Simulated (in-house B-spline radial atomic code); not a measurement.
Configurations of Pd⁴⁺, with energies counted from [Kr] 4d6. All numbers are computed (scalar-relativistic (X2C) Hartree-Fock with fractional occupations, spin-polarised, spherical fractional occupations; Fermi nucleus of rms radius 4.5318 fm) with a B-spline radial code for spherical atoms, not measured. Shells without spins written out take the highest spin.

Caution: exact exchange at fractional occupations of open shells leaves self-interaction of up to several eV.

Occupations are held fixed; configurations that lie above the ionisation limit could autoionise.

```json
{"configuration": "[Kr] 4d5 5s1", "E - E(ref) (eV)": "5.7978", "highest orbital": "5s up", "its <r> (bohr)": "2.215"}
{"configuration": "[Kr] 4d(2 up, 4 down)", "E - E(ref) (eV)": "14.764", "highest orbital": "4d up", "its <r> (bohr)": "1.297"}
{"configuration": "[Kr] 4d(4 up, 1 down) 4f(0 up, 1 down)", "E - E(ref) (eV)": "54.208", "highest orbital": "4f down", "its <r> (bohr)": "3.348"}
{"configuration": "[Ar] 3d9 4s2 4p6 4d7", "E - E(ref) (eV)": "372.89", "highest orbital": "4d down", "its <r> (bohr)": "1.262"}
{"configuration": "[Ar] 3d(4 up, 5 down) 4s2 4p6 4d(4 up, 3 down)", "E - E(ref) (eV)": "384.43", "highest orbital": "4d down", "its <r> (bohr)": "1.224"}
{"configuration": "[Ar] 3d9 4s2 4p6 4d6 5p1", "E - E(ref) (eV)": "396.74", "highest orbital": "5p up", "its <r> (bohr)": "2.563"}
{"configuration": "[Ar] 3d(5 up, 4 down) 4s2 4p6 4d(4 up, 2 down) 5f(0 up, 1 down)", "E - E(ref) (eV)": "436.65", "highest orbital": "5f down", "its <r> (bohr)": "5.697"}
```

**Question.** Order these further configurations by energy, lowest first.
A. [Ar] 3d9 4s2 4p6 4d6 5s1
B. [Ar] 3d(4 up, 5 down) 4s2 4p6 4d(5 up, 1 down) 4f(0 up, 1 down)
C. [Ar] 3d10 4s2 4p5 4d6 5s1
D. [Kr] 4d5 5f1
E. [Kr] 4d5 5p1

**Answer.** E (17.517 eV), D (40.017 eV), C (73.99 eV), A (384.92 eV), B (416.27 eV).

**Question.** How far above the reference does [Ar] 3d10 4s2 4p5 4d6 5f1 lie?

**Answer.** 108.34 eV; its least bound orbital is 5f up with <r> = 5.411 bohr.

**Question.** How far above the reference does [Ar] 3d10 4s2 4p5 4d6 5d1 lie?

**Answer.** 97.621 eV; its least bound orbital is 5d up with <r> = 3.412 bohr.

**Question.** How far above the reference does [Kr] 4d5 5d1 lie?

**Answer.** 29.309 eV; its least bound orbital is 5d up with <r> = 3.436 bohr.
